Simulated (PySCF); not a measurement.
# H2Se: from structure and modes to constants

Level of theory: PBE in PySCF with Se def2-TZVP, H def2-TZVP; no relativity; density-fitted integrals.

The singlet minimum has C2v symmetry. Masses (u): Se 79.91652, H 1.00782.

```xyz
3
charge 0 multiplicity 1, angstrom
Se   -0.0256    0.0000    0.0000
H     1.0159    0.0000    1.0512
H     1.0159    0.0000   -1.0512
```

Harmonic wavenumbers (cm⁻¹): 1024.9 (a1, ×1), 2362.6 (a1, ×1), 2377.0 (b2, ×1).

**Question.** Find the principal moments of inertia and the rotational constants. What kind of rotor is it?

**Answer.** About the centre of mass I = 2.1328, 2.2272, 4.36 u Å². With B = 16.8576/I this gives 7.904, 7.569, 3.866 cm⁻¹. The molecule is an asymmetric top with κ = 0.83.

**Question.** Give the standard entropy (298.15 K, 1 bar) by its translational, rotational, vibrational and spin parts, and Cp.

**Answer.** Sackur–Tetrode with M = 81.93 u gives 163.8; rotation with symmetry number 2 gives 55.4; vibration 0.4; spin R ln 1 = 0.0. The total is 219.5 J/(mol K), and Cp = 4 R + 1.5 = 34.7 J/(mol K).
